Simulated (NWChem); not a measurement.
Molecule: CrO, quintet; SMILES [O]=[Cr]

```xyz
2

Cr     0.0000     0.0000    -0.4799
O      0.0000     0.0000     1.3041
```
Atoms are numbered in this order, from 1.

Program: NWChem. Pople sets run with spherical d functions. Spin-unrestricted. Spin-contaminated determinants: CAM-B3LYP/def2-SVP (<S²> = 6.63). The state is orbitally degenerate and is run as one real component. All runs use the structure optimised with PBE0-D3(BJ)/def2-TZVP, spin-unrestricted. No stability test was run on the SCF state. Vzz is the largest principal value of the second derivative of the potential at the nucleus (NWChem prints the opposite sign); η is the asymmetry. Non-relativistic.

| level | Vzz Cr1 (a.u.) | η Cr1 | Vzz O2 (a.u.) | η O2 |
|---|---|---|---|---|
| PBE0/def2-TZVP | -0.699 | 0.42 | 1.799 | 0.74 |
| CAM-B3LYP/def2-SVP | -0.616 | 0.36 | 1.923 | 0.60 |
| CAM-B3LYP/6-31G* | [?] | [?] | [?] | 0.76 |

What belongs in the gaps?


- CAM-B3LYP/6-31G*, Vzz Cr1 (a.u.): -0.803
- CAM-B3LYP/6-31G*, η Cr1: 0.28
- CAM-B3LYP/6-31G*, Vzz O2 (a.u.): 1.546
